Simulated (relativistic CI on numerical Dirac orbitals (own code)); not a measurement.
## Crystal-field levels of Rh7+, 4d2

Calculated by Dirac-Coulomb-Breit CI, KLI orbitals optimised for each configuration, a model potential for QED, valence Slater integrals scaled by 0.65, one configuration in a parametric crystal field (own radial code).

Field parameters in Wybourne normalisation: Td as Oh with Dq negative (B⁴₀ = 21Dq, B⁴₄ = √(5/14) B⁴₀). The field is a parameter set, without covalency.

S is read from ⟨S²⟩ = S(S + 1).

Site symmetry Td; labels are those of the double group. Computed levels in cm⁻¹ above the lowest, in rising order:

| Δ (size of 10Dq) | Lowest | No. 2 | No. 3 | No. 4 | No. 5 | No. 6 | No. 7 | No. 8 |
| --- | --- | --- | --- | --- | --- | --- | --- | --- |
| 3800 | T2 | 2608 E | 4953 A2 | 5393 T2 | 5621 T1 | 8678 T2 | 9796 E | 10525 T1 |
| 6800 | T2 | 5224 E | 7202 A2 | 7640 T2 | 8071 T1 | 12167 T2 | 12833 E | 13682 A1 |
| 9850 | T2 | 7652 E | 9875 A2 | 10277 T2 | 10851 T1 | 14031 E | 16069 T2 | 16225 A1 |
| 12850 | T2 | 9404 E | 12660 A2 | 13040 T2 | 13700 T1 | 15356 E | 18207 A1 | 19766 T2 |
| 15900 | T2 | 10408 E | 15570 A2 | 15936 T2 | 16653 T1 | 17444 E | 19540 A1 | 23307 T2 |
| 18950 | T2 | 10909 E | 18522 A2 | 18880 T2 | 19636 T1 | 20021 E | 20344 A1 | 26680 T2 |

Ground-state S against |10Dq| in cm⁻¹: 3800: 0.98, 6800: 0.99, 9850: 0.99, 12850: 0.99, 15900: 1.00, 18950: 1.00.

No abrupt spin change occurs in this range.
